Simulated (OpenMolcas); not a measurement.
Nb2+: effect of the level shift or regulariser

| Item | Value |
| --- | --- |
| Program | OpenMolcas |
| Basis | ANO-RCC-VTZP [7s6p4d2f1g] |
| Scalar Hamiltonian | DKH2, point nucleus |
| Active space | 3 electrons in 5 orbitals (4d) |
| State averaging | 2S+1 = 4 even, 10 roots; 2S+1 = 2 even, 40 roots |
| Spin-orbit coupling | RASSI with atomic mean-field integrals over the reference wave functions, term energies averaged over their components |

Methods on the same reference wave functions:
A. CASSCF
B. MS-CASPT2, IPEA 0.25 Eh, imaginary shift 0.1 Eh (closed shells correlated: 4s 4p)
C. MS-CASPT2, IPEA 0.25 Eh, real shift 0.2 Eh (closed shells correlated: 4s 4p)
D. MS-CASPT2, IPEA 0.25 Eh, sigma2 regulariser 0.3 Eh (closed shells correlated: 4s 4p)

Energies in cm⁻¹ above 4d³ ⁴F_3/2, the measured ground level; measured values from the list in Shadmi, J. Res. Natl. Bur. Stand. 70A, 435 (1966).

```
               Level      A      B      C      D  Measured
          4d³ ⁴F_3/2    0.0    0.0    0.0    0.0       0.0
          4d³ ⁴F_5/2    503    518    517    517       516
          4d³ ⁴F_7/2   1164   1183   1182   1182      1177
          4d³ ⁴F_9/2   1946   1951   1950   1950      1939
          4d³ ⁴P_1/2  11237   8990   9050   9050      8664
          4d³ ⁴P_3/2  11341   8920   9020   9030      8608
          4d³ ²G_7/2  12020   9500   9580   9580      9236
          4d³ ⁴P_5/2  12037   9920   9920   9920      9594
          4d³ ²G_9/2  12568  10080  10150  10150      9804
   4d³ ²P_3/2 [53 %]  15546  11350  11680  11740          
          4d³ ²P_1/2  15670  11080  11560  11640          
          4d³ ²H_9/2  15852  13460  13440  13460     12916
         4d³ ²H_11/2  16194  13810  13790  13800     13264
       4d³ ²D_5/2(1)  17661  13740  13880  13910     13094
4d³ ²D_3/2(1) [62 %]  17712  13520  13780  13820          
          4d³ ²F_7/2  26297  20990  21120  21150     19861
          4d³ ²F_5/2  26551  21230  21360  21390     19975
       4d³ ²D_5/2(2)  40924  33190  33310  33220          
       4d³ ²D_3/2(2)  41218  33530  33640  33550
```

Deviations, from unrounded energies. A percentage is the sum of absolute deviations over the sum of measured energies, with the sign that they share, or ± where signs differ.

| Against measurement | Levels | A | B | C | D |
| --- | --- | --- | --- | --- | --- |
| mean absolute deviation (cm-1) | 13 | 2800 | 430 | 490 | 500 |
| fine structure of the ground term (%) | 3 | ±0.9 | +0.6 | +0.5 | +0.5 |
| other terms of the ground configuration (%) | 10 | +29.4 | +4.5 | +5.0 | +5.1 |

B lies closest to measurement on these levels and A furthest from it. The largest miss of B in the table is 4d³ ²F_5/2, by +1300 cm-1. The ranking rests on the paired levels alone, and a cruder setting can come out closer through cancelling errors.

Among B to D the level of the table that moves most is 4d³ ²P_1/2, by 570 cm-1 (lowest in B, highest in D). Moves below CASPT2's spread within the term are not significant.

The mean deviations of B to D differ by less than CASPT2's widest spread within a term (670 cm-1), so their order carries little weight.

From A to B the spin-free energies of the other terms of 4d³ shown, above ⁴F, scale by factors of 0.68 to 0.84.

The lowest spin-free term lies below A's lowest term by 0.283 hartree in B, 0.282 hartree in C, 0.283 hartree in D.

CASPT2 does not keep the components of a term degenerate, so their means are used; among the terms shown or strongly mixed into the levels shown the widest spread is 670 cm-1 (4d³ ⁴F, D). Levels of configurations with an s electron are missing; early in the row they begin among the upper levels of the d shell and mix with terms of their name. Without dynamic correlation excited terms often stand tens of per cent too high (terms of higher spin than the ground term too low), and those without a measured partner can miss by more than the paired ones (holds for A). The CASPT2 spread within a term exceeds the gap to the next term for 4d³ ⁴P and 4d³ ²G, 4d³ ²D(1) and 4d³ ²H, so the order of their levels is uncertain (holds for B; C; D). Measured partners are found by configuration, term and J. A level has none where our copy of the source lacks it or the pairing is in doubt (some pairs that miss far off the trend of their configuration count as doubtful), and it then counts in no deviation. Levels of configurations outside the active space are missing.

A share in square brackets marks a mixed level and gives the weight of the term that names it, the lowest over the columns. A number in round brackets counts repeated terms of one configuration in the order of the reference energies.
